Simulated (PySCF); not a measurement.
trisilylphosphine (H9PSi3), SMILES [SiH3]P([SiH3])[SiH3]. Heavy atoms are numbered as in [SiH3:1][P:2]([SiH3:3])[SiH3:4]. Hydrogens are named by the atom that carries them.

The structure is a stationary point at r2SCAN-D4/def2-SVP.

The numbers are results of PBE0/pcSseg-1 in PySCF, not measurements.

GIAO shieldings, no solvent; atoms alike by connectivity are averaged. δ = σ(ref) − σ: ²⁹Si against TMS (σ = 352.7 ppm); ³¹P against PH3 (σ = 586.6 ppm); ¹H against TMS (σ = 31.56 ppm), references at their B3LYP-D3(BJ)/def2-TZVP geometries, non-relativistic.

| atoms | nucleus | count | δ (ppm) |
|---|---|---|---|
| Si1 (SiH3) | ²⁹Si | 3 | -65.1 |
| P2 | ³¹P | 1 | ? |
| H on Si1 | ¹H | 9 | 4.37 |

**Question.** What belongs in the gaps? (The exact figures need the calculation; the answer reports its results.)

**Answer.** 
- P2, δ (ppm): -94.4
